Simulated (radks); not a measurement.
Initial-state core-level shifts of neutral selenium when its valence configuration changes from [Ar] 3d10 4s2 4p4. Calculated with a radial shooting solver on a logarithmic mesh with Libxc functionals: Dirac Kohn-Sham, LDA (Slater exchange, Perdew-Wang correlation), spin-unpolarised, spherical densities, finite nucleus; open shells are shared between the two j in proportion to 2j + 1; Fermi nuclear charge, rms radius 4.14 fm. Shifts are changes of the shell-averaged eigenvalues in eV (positive: less bound); the change of the density at the nucleus, which sets a Mossbauer isomer shift, is in e/bohr^3, on a base of 3.956e+04.

| valence | 1s | 2s | 2p | 3p | density at nucleus |
|---|---|---|---|---|---|
| 3d9.5 4s2 4p4.5 | -6.893 | -7.647 | -7.582 | -5.876 | +7.961 |
| 3d10 4s1 4p5 | -1.632 | -1.591 | -1.583 | -1.600 | -28.392 |
| 3d10 4s1.5 4p4.5 | -0.827 | -0.806 | -0.802 | -0.810 | -13.994 |
| 3d8 4s2 4p6 | -28.885 | -32.152 | -31.887 | -24.026 | +33.632 |
| 3d9 4s2 4p5 | -14.007 | -15.558 | -15.427 | -11.843 | +16.225 |
| 3d10 4p6 | -3.184 | -3.107 | -3.089 | -3.127 | -58.336 |
